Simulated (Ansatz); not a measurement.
Ansatz (a quantum-chemistry and plane-wave program) input (BLYP/def2-TZVPD):

Ansatz 0.2 input:
```yaml
crystal:
  periodic: [false, false, false]
  atoms:
    - {symbol: B, position_ang: [-0.14346791, -0.36359341, 0.24688682]}
    - {symbol: N, position_ang: [-1.17068986, 0.62369187, 0.17170936]}
    - {symbol: N, position_ang: [1.14280199, -0.19444410, -0.27851693]}
    - {symbol: H, position_ang: [-0.38992760, -1.35714111, 0.88020854]}
    - {symbol: H, position_ang: [-1.98811896, 0.43102754, -0.40345489]}
    - {symbol: H, position_ang: [1.42008951, 0.61520055, -0.80804573]}
    - {symbol: H, position_ang: [1.87051180, -0.87585427, -0.15548910]}
basis:
  gaussian:
    orbitals: def2-TZVPD
hamiltonian:
  xc: {name: BLYP}
magnetization: {spin_polarized: true, initial_magnetization: 1}
output: {forces: true}
```

Output:

```
Functional definition: BLYP
integrals: 0.04 GiB planned
727 factors; their error is unknown
mean field: 0.55 GiB planned
mean field evaluation 1: about -3708.6915 eV, gradient 5.8e1 eV
mean field evaluation 2: about -3666.6585 eV, gradient 1.0e2 eV
mean field evaluation 4: about -3721.5531 eV, gradient 5.0e0 eV
mean field evaluation 8: about -3721.7005 eV, gradient 6.0e-2 eV
mean field evaluation 16: about -3721.6855 eV, gradient 7.0e-5 eV
mean field -3721.68547697 eV, -136.7694186295 hartree, gradient 1.1e-5 eV, S^2 0.753305; 1 other end points of the search recorded, 0 dependent functions left out
the calculation of the forces begins
reference -3721.68581153 eV, -136.7694309245 hartree; 12, 11 occupied and 135, 136 virtual orbitals, 727 factors
Total energy: -3721.68581153 eV, -136.7694309245 hartree
Atom 0 at    -0.143468    -0.363593     0.246887 Å, force    -0.277935     0.103661     0.017980 eV/Å
Atom 1 at    -1.170690     0.623692     0.171709 Å, force     0.156915     0.086159     0.181129 eV/Å
Atom 2 at     1.142802    -0.194444    -0.278517 Å, force     0.082725    -0.041333     0.039610 eV/Å
Atom 3 at    -0.389928    -1.357141     0.880209 Å, force    -0.041428    -0.150759     0.093851 eV/Å
Atom 4 at    -1.988119     0.431028    -0.403455 Å, force    -0.305076    -0.039374    -0.163408 eV/Å
Atom 5 at     1.420090     0.615201    -0.808046 Å, force     0.106339     0.272851    -0.200214 eV/Å
Atom 6 at     1.870512    -0.875854    -0.155489 Å, force     0.278459    -0.231205     0.031052 eV/Å
Dipole moment:     0.241612    -0.155376    -0.298873 e Å
```

It need not be the lowest isomer of its formula.
